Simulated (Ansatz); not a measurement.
A calculation with Ansatz (development build ahead of 0.2.0).

```yaml
crystal:
  periodic: [false, false, false]
  atoms:
    - { symbol: H, position_ang: [0.02266, -0.02979, -0.51748] }
    - { symbol: H, position_ang: [0.02768, 0.04051, 0.5603] }
basis:
  gaussian: { orbitals: def2-TZVP }
total_charge: 1
magnetization:
  spin_polarized: true
  initial_magnetization: 1
hamiltonian:
  xc: hf
correlation:
  method: mp2
  frozen_orbitals: { H: 0 }
output:
  forces: true
```

The input is written out in the form of the current development build from the run's settings.

Output:

```
Converged                       : yes
Reference energy                : -0.60079 hartree
Correlation energy              : 0.00000 hartree
Total energy                    : -0.60079 hartree
Spin squared of the determinant : 0.750
Stability test                  : minimum
```

Forces (eV/Å):
```tsv
atom	Fx	Fy	Fz
H1	0.002	0.021	0.328
H2	-0.002	-0.021	-0.328
```

Caution: MP2 on this radical cation hangs on the determinant chosen; the charge can sit on one fragment and break the point group.
